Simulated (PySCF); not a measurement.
**Spin-Hamiltonian simulation**

Molecule: SMILES FB(CC=O)F, C2H3BF2O.

Geometry:
```
atom   x (Å)   y (Å)   z (Å)
  O1  -1.536   1.528  -0.737
  C2  -1.063   0.429  -0.646
  C3  -0.255  -0.048   0.530
  B4   1.244  -0.311   0.147
  F5   2.244   0.069   0.914
  F6   1.549  -0.950  -0.967
  H7  -1.188  -0.323  -1.468
  H8  -0.347   0.659   1.366
  H9  -0.646  -1.035   0.840
```

How the numbers were obtained: shielding tensors at KT3/pcSseg-2 (GIAO), PBE0-D3(BJ)/def2-SVP structure, couplings computed with B3LYP/pcJ-1, in PySCF (one conformer, one averaged value for each set of equivalent atoms, non-relativistic Hamiltonian, isolated molecule).

References, each an isolated molecule treated in the same way: ¹H vs TMS.

Shifts (ppm): F5/F6 -89.4, H7 10.02, H8/H9 2.46.
Couplings (Hz): F5–F6: -221.1; F5–H7, F6–H7: 1.8; F5–H8, F5–H9, F6–H8, F6–H9: 5.9; H7–H8, H7–H9: 5.2; H8–H9: -13.3.

The 5-spin Hamiltonian (Zeeman plus full scalar coupling among like nuclei) was diagonalised exactly; lines are Lorentzian, 0.7 Hz wide, and the maxima above 3 % are listed with the tallest set to 100.

Problem. Give the ¹H peak list of this spin system at 300 MHz.

Solution. 
Hz from δ = 0 (height): 3013.0 (12), 3011.2 (24), 3009.4 (14), 3007.8 (25), 3006.0 (47), 3004.2 (25), 3002.6 (14), 3000.8 (24), 2999.0 (13), 746.5 (46), 741.2 (65), 740.6 (100), 735.4 (100), 734.8 (65), 729.5 (46)

Problem. And at 500 MHz?

Solution. 
δ in ppm (height): 10.034 (12), 10.030 (24), 10.027 (14), 10.024 (25), 10.020 (47), 10.016 (25), 10.013 (14), 10.010 (24), 10.006 (13), 2.477 (46), 2.466 (65), 2.465 (100), 2.455 (100), 2.454 (65), 2.443 (46)

Problem. Among coupled protons with different shifts, which pair is furthest from first order, and how does the field change that?

Solution. H7 and H8: Δν/J is about 436.2 at 300 MHz (close to first order) and 726.9 at 500 MHz (close to first order). J in Hz doesn't depend on the field, while Δν in Hz grows in proportion to it.

Unscaled 3J(H,H) at this level run about 10 % above measured values. Couplings across =CH–CH2 type bonds come from one rotamer and its mirror image, and can be 1–2 Hz further off. Vicinal couplings across rotatable single bonds and in flexible rings belong to the one computed conformer; a conformer average would change them.
